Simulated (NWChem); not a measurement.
System: GaBrCl₂; SMILES [Cl][Ga]([Cl])[Br]

This build's default masses of Se (78.918 u) and Br (79.917 u) are each other's, which moves their modes by up to 0.6 %.

Give the equilibrium geometry at PBE-D3(BJ)/def2-SVP (NWChem) as an XYZ file, with the point group.

point group C2v; any orientation.
```
4

Ga     0.0000     0.0000    -0.4098
Cl     0.0000     1.8452    -1.4969
Cl     0.0000    -1.8452    -1.4969
Br     0.0000     0.0000     1.8669
```
